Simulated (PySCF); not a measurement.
Input for PySCF: U-HF/6-31G* on C2H6Si (SMILES C[Si]C), a point of a bond scan (R = 3.521 Å).

```python
from pyscf import gto, scf, dft, mp
from pyscf.data.elements import chemcore

mol = gto.M(
    atom='''
    Si    0.21503000   -0.10027787    0.71649002
    C     0.53187861    1.33369970   -0.49695968
    H    -2.45428488    3.19539708   -0.61179059
    H     0.73055639    1.00415396   -1.52134449
    H     1.32261251    2.01106368   -0.17291591
    C    -0.81531610   -1.20152043   -0.44746731
    H    -0.09708380   -1.68306319   -1.12778542
    H    -1.51089903   -0.64024612   -1.07879372
    H    -1.35368361   -1.99657387    0.06938554
    ''',
    basis='6-31g*',
    cart=True,
    charge=0, spin=0, verbose=3, max_memory=1800)
mf = scf.UHF(mol)
mf.conv_tol = 1e-8
mf.max_cycle = 100
mf.init_guess_breaksym = True
mf.kernel()
if not mf.converged:
    mf = mf.newton().run(mf.mo_coeff, mf.mo_occ)
for _ in range(4):
    mo, _, stable, _ = mf.stability(return_status=True)
    if stable:
        break
    mf.kernel(mf.make_rdm1(mo, mf.mo_occ))
```

Program output:

```
converged SCF energy = -367.807304056646  <S^2> = 1.3146929e-06  2S+1 = 1.0000026
<class 'pyscf.scf.uhf.UHF'> wavefunction has an internal instability
converged SCF energy = -367.966719308094  <S^2> = 1.3374641  2S+1 = 2.5198921
<class 'pyscf.scf.uhf.UHF'> wavefunction is stable in the internal stability analysis
```

Self-consistency was reached. Its determinant has ⟨S²⟩ = 1.34, a mixture of spin states.

Cost: about 2.7 core-seconds (a rough figure).
